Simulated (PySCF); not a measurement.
Electron correlation in As²⁺ (arsenic, charge +2)

[Ar] 3d10 4s2 4p1, 2P determinant. All numbers are calculated (PySCF 2.14, scalar relativity by spin-free X2C-1e, in aug-cc-pVDZ-DK (6s5p3d, 36 functions)). Frozen: [Ar] 3d10; 3 electrons correlated.

MP2 pair energies summed by pair of shells (mhartree):

| pair | energy | share (%) |
| --- | --- | --- |
| 4s-4s | -19.48 | 58.8 |
| 4s-4p | -13.65 | 41.2 |

Total MP2 correlation energy: -33.13 mhartree.

Same-spin part -2.10 and opposite-spin part -31.03 mhartree; SCS-MP2 scales them by 1/3 and 6/5 to -37.93 mhartree.

| level | correlation energy (mhartree) |
| --- | --- |
| CCSD | -48.44 |
| (T) | -0.41 |
| CCSD(T) | -48.85 |

Diagnostics: T1 = 0.0080, D1 = 0.0192, largest double amplitude 0.097.

Cost of the coupled-cluster step: 0.26 s of wall time on 1 thread of Neoverse-N1 (shared host), for 3 correlated electrons.

Iterations:

```
CC2 = 0
CCSD nocc = (np.int64(2), np.int64(1)), nmo = (22, 22)
frozen orbitals [[0, 1, 2, 3, 4, 5, 6, 7, 8, 9, 10, 11, 12, 13], [0, 1, 2, 3, 4, 5, 6, 7, 8, 9, 10, 11, 12, 13]]
max_cycle = 100
direct = 0
conv_tol = 1e-08
conv_tol_normt = 1e-06
diis_space = 8
diis_start_cycle = 0
Init t2, MP2 energy = -0.0331302860138618
Init E_corr(UCCSD) = -0.0331302860216873
cycle = 1  E_corr(UCCSD) = -0.04315808466196  dE = -0.0100277986  norm(t1,t2) = 0.0458789
cycle = 2  E_corr(UCCSD) = -0.0464542748870235  dE = -0.00329619023  norm(t1,t2) = 0.0177672
cycle = 3  E_corr(UCCSD) = -0.0484520523710009  dE = -0.00199777748  norm(t1,t2) = 0.00744994
cycle = 4  E_corr(UCCSD) = -0.0484331169146721  dE = 1.89354563e-05  norm(t1,t2) = 0.000784447
cycle = 5  E_corr(UCCSD) = -0.0484421486816275  dE = -9.03176696e-06  norm(t1,t2) = 7.28687e-05
cycle = 6  E_corr(UCCSD) = -0.0484397535707398  dE = 2.39511089e-06  norm(t1,t2) = 1.09812e-05
cycle = 7  E_corr(UCCSD) = -0.0484407650216114  dE = -1.01145087e-06  norm(t1,t2) = 2.98382e-06
cycle = 8  E_corr(UCCSD) = -0.0484404941211159  dE = 2.70900495e-07  norm(t1,t2) = 8.5335e-07
cycle = 9  E_corr(UCCSD) = -0.048440503273917  dE = -9.15280111e-09  norm(t1,t2) = 1.21099e-07
UCCSD converged
E(UCCSD) = -2257.958883617203  E_corr = -0.04844050327391704
UCCSD(T) correction = -0.000407819331832012
```
